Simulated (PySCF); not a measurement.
bromo(trichloro)methane (CBrCl₃), SMILES ClC(Cl)(Cl)Br.

Geometry: PBE-D3(BJ)/def2-SVP.

These are TDA-PBE0/def2-SVPD (PySCF 2.14.0) values and carry that method's errors.

Vertical excitations; the highest root listed may be one member of a degenerate set. The molecule is in vacuum. State labels are in the subgroup Cs.

Computed UV-visible absorptions:
```json
[
 {"state": "S1", "symmetry": "A\"", "energy (eV)": "4.95", "λ (nm)": "250", "f": "0.001", "main pairs": "HOMO→LUMO (degenerate set)"},
 {"state": "S2", "symmetry": "A'", "energy (eV)": "4.95", "λ (nm)": "250", "f": "0.001", "main pairs": "HOMO−1→LUMO (degenerate set)"},
 {"state": "S3", "symmetry": "A\"", "energy (eV)": "5.55", "λ (nm)": "223", "f": "0.000", "main pairs": "HOMO−2→LUMO 98 %"},
 {"state": "S4", "symmetry": "A\"", "energy (eV)": "6.23", "λ (nm)": "199", "f": "0.003", "main pairs": "HOMO−4→LUMO, HOMO→LUMO+1 (degenerate set)"},
 {"state": "S5", "symmetry": "A'", "energy (eV)": "6.23", "λ (nm)": "199", "f": "0.003", "main pairs": "HOMO−5→LUMO, HOMO−1→LUMO+1 (degenerate set)"},
 {"state": "S6", "symmetry": "A'", "energy (eV)": "6.40", "λ (nm)": "194", "f": "0.058", "main pairs": "HOMO−3→LUMO 89 %"},
 {"state": "S7", "symmetry": "A\"", "energy (eV)": "6.42", "λ (nm)": "193", "f": "0.001", "main pairs": "HOMO→LUMO+1, HOMO−4→LUMO (degenerate set)"},
 {"state": "S8", "symmetry": "A'", "energy (eV)": "6.42", "λ (nm)": "193", "f": "0.001", "main pairs": "HOMO−1→LUMO+1, HOMO−5→LUMO (degenerate set)"},
 {"state": "S9", "symmetry": "A\"", "energy (eV)": "6.72", "λ (nm)": "184", "f": "0.000", "main pairs": "HOMO−2→LUMO+1 98 %"},
 {"state": "S10", "symmetry": "A\"", "energy (eV)": "6.84", "λ (nm)": "181", "f": "0.003", "main pairs": "HOMO→LUMO+2 39 %, HOMO−1→LUMO+3 39 %, HOMO−6→LUMO 14 %"},
 {"state": "T1", "symmetry": "A\"", "energy (eV)": "4.29", "λ (nm)": "289", "f": "0", "main pairs": "HOMO→LUMO (degenerate set)"},
 {"state": "T2", "symmetry": "A'", "energy (eV)": "4.29", "λ (nm)": "289", "f": "0", "main pairs": "HOMO−1→LUMO (degenerate set)"},
 {"state": "T3", "symmetry": "A\"", "energy (eV)": "5.15", "λ (nm)": "241", "f": "0", "main pairs": "HOMO−2→LUMO 84 %"},
 {"state": "T4", "symmetry": "A'", "energy (eV)": "5.38", "λ (nm)": "231", "f": "0", "main pairs": "HOMO−3→LUMO 88 %"}
]
```
Triplets are in the Tamm–Dancoff approximation.
